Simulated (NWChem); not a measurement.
System: BeSi2H6; SMILES [SiH3][Be][SiH3]

Program: NWChem. All runs use the structure optimised with B3LYP/6-31G* (spherical d). Level PBE/def2-SVP: energy and gradient on several grids; changes count from the extra-fine grid, which is no exact limit either.

```tsv
grid	size of the energy change (μHa)	largest change of a gradient component (μHa/bohr)
xcoarse	2000	4000
coarse	100	200
medium	20	100
fine	< 10	< 30
xfine	< 10	< 30
```
